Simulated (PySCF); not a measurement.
(3R)-1-fluoro-3-methylcyclobutene (C₅H₇F), SMILES C[C@H]1C=C(F)C1.

The structure is a stationary point at r2SCAN-D4/def2-SVP.

Two levels are set side by side: TDDFT-PBE/def2-SVPD (PySCF) and TDDFT-LC-ωPBE/def2-SVPD (PySCF). Vertical, same geometry. The lowest singlet is HOMO→LUMO+1 83 %, HOMO→LUMO 16 % with PBE and HOMO→LUMO+1 52 %, HOMO→LUMO 29 %, HOMO→LUMO+4 8 % with the other functional; states are paired by order. Differences are taken from unrounded values.

```csv
quantity,TDDFT-LC-ωPBE,TDDFT-PBE,TDDFT-PBE minus TDDFT-LC-ωPBE
lowest singlet excitation (eV),7.25,6.08,-1.17
lowest triplet excitation (TDA) (eV),4.21,4.42,0.21
first bright state (f over 0.05) (eV),7.25,6.56,-0.69
its oscillator strength,0.22,0.05,-0.17
```

Functionals without exact exchange tend to place singlet excitations lower, as here. Differences between two approximate levels are no errors against the true value.

Rough cost on one machine, each run with all the roots and properties that it gave: TDDFT-LC-ωPBE against TDDFT-PBE about 7 times.
